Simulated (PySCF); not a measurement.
## Indirect couplings

Cartesian coordinates in Å; atom numbers follow the order of the lines, from 1:
```xyz
14

C    -3.372    0.206   -0.110
C    -2.009   -0.098    0.249
C    -0.871   -0.356    0.552
C     0.457   -0.646    0.898
C     1.500    0.113    0.523
C     2.866   -0.194    0.885
N     3.908    0.452    0.578
H    -3.927   -0.715   -0.289
H    -3.395    0.819   -1.012
H    -3.853    0.754    0.700
H     0.613   -1.535    1.499
H     1.334    1.000   -0.078
H     3.017   -1.085    1.491
H     3.733    1.282    0.009
```

Couplings: B3LYP/pcJ-1 (spin–dipole term only in couplings to heteroatoms) in PySCF 2.14, geometry GFN2-xTB; gas phase, one conformer, non-relativistic. Couplings are averaged over pairs made equivalent by symmetry, fast rotation or ring inversion, so a value needn't be that of the named pair in this geometry, while other rotamers aren't included; one pair stands for each set, and the list holds a selection of those of at least 1.5 Hz over up to four bonds.

Isotopes: ¹³C, ¹H, ¹⁵N.

```
    pair  bonds  J (Hz)
  C1, C2      1    73.8
  C1, H8      1   137.9
  C2, C3      1   200.8
  C3, C4      1       ?
  C4, C5      1    77.6
 C4, H11      1   167.3
  C5, C6      1    53.2
 C5, H12      1   163.2
  C6, N7      1    -5.7
 C6, H13      1   174.6
 N7, H14      1   -49.5
  C1, C3      2    12.4
 C5, H13      2       ?
 C6, H14      2       ?
  C1, C4      3       ?
 C2, H11      3       ?
  C3, C6      3       ?
  C3, H8      3       ?
 C3, H12      3     9.1
  C4, N7      3    -4.0
 C5, H14      3    14.0
 N7, H12      3    -1.5
H11, H12      3    16.6
  C1, C5      4    -1.6
 C1, H11      4    -1.6
  C4, H8      4       ?
```

Q: Estimate the withheld couplings, with signs.

A: 
- ¹J(C3,C4) = 100.9 Hz (bond length 1.402 Å)
- ²J(C5,H13) = 17.5 Hz (angle at C6 116°)
- ²J(C6,H14) = -8.5 Hz (angle at N7 114°)
- ³J(C1,C4) = 2.1 Hz
- ³J(C2,H11) = 5.4 Hz
- ³J(C3,C6) = 10.2 Hz (dihedral angle 180°)
- ³J(C3,H8) = 5.5 Hz
- ⁴J(C4,H8) = -3.3 Hz
